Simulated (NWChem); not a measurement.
Species: TiOF$_{2}$; SMILES [O]=[Ti]([F])[F]

### Question
Give the equilibrium geometry at PBE0/def2-SVP (NWChem) as a Z-matrix, with the point group.

### Answer
point group Cs; any orientation.
```
Ti
O 1 1.5816
F 1 1.7711 2 114.45
F 1 1.7711 2 114.45 3 -155.17
```
